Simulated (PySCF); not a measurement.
H5P, SMILES [H][P@TB7]([H])([H])([H])[H]. Atoms are numbered in the order given.

```xyz
6

P      0.0000     0.0000     0.0000
H      0.0000     0.0000     1.4812
H      0.0000     0.0000    -1.4812
H      1.4274     0.0000     0.0000
H     -0.7137     1.2362     0.0000
H     -0.7137    -1.2362     0.0000
```
Charge 0, spin multiplicity 1.

Geometry: PBE0-D3(BJ)/def2-TZVPD.

Level of theory: ωB97X/def2-TZVPD (PySCF).

| Property | Value |
|---|---|
| total energy | -344.26073 hartree |
| point group | D3h |
| highest occupied level | -8.45 eV |
| lowest empty level | 1.56 eV |
| orbital gap | 10.02 eV |
| dipole moment | 0.00 D |
| quadrupole, principal values (traceless, Buckingham form, about the centre of nuclear charge) | -4.43, 2.21, 2.21 D·Å |
| mean static polarisability | 34.3 bohr³ (5.08 Å³) |
| polarisability, principal values | 31.5, 31.5, 40.0 bohr³ |
